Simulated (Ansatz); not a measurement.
RbI (SMILES [Rb][I]): the vertical ionisation energy from total energies

RbI: 2 atoms, total charge 0, spin state singlet. SMILES: `[Rb][I]`. The bond length is the measured one.

| atom | x (Å) | y (Å) | z (Å) |
| --- | --- | --- | --- |
| Rb | 0.0000 | 0.0000 | 0.0000 |
| I | 0.0000 | 0.0000 | 3.1769 |

Both states at this one shape; open shells run unrestricted unless said. 1 Eh = 27.2114 eV.

| level | program | singlet RbI (Eh) | doublet RbI+ (Eh) |
| --- | --- | --- | --- |
| revPBE/STO-3G | Ansatz | -9761.379759 | -9761.212706 |
| B3LYP/def2-TZVPP (core potential) | Ansatz | -321.996481 | -321.715177 |
| CAM-B3LYP/def2-TZVPP (core potential) | Ansatz | -321.869410 | -321.589566 |
| BCCD(T)/STO-3G, 32 core orbitals frozen | Ansatz | -9758.472332 | -9758.352965 |

Problem. Work out the vertical ionisation energy at each level.

Solution. 
1. revPBE/STO-3G: -9761.212706 − (-9761.379759) = 0.167053 Eh = 4.55 eV.
2. B3LYP/def2-TZVPP (core potential): -321.715177 − (-321.996481) = 0.281304 Eh = 7.65 eV.
3. CAM-B3LYP/def2-TZVPP (core potential): -321.589566 − (-321.869410) = 0.279844 Eh = 7.61 eV.
4. BCCD(T)/STO-3G: -9758.352965 − (-9758.472332) = 0.119367 Eh = 3.25 eV.

No measured value is set beside it here; the levels span 3.25 to 7.65 eV. Spin-orbit coupling, which splits open shells on such heavy atoms by tenths of an eV, is left out. Minimal sets are far from the basis-set limit. All-electron rows are non-relativistic unless named.
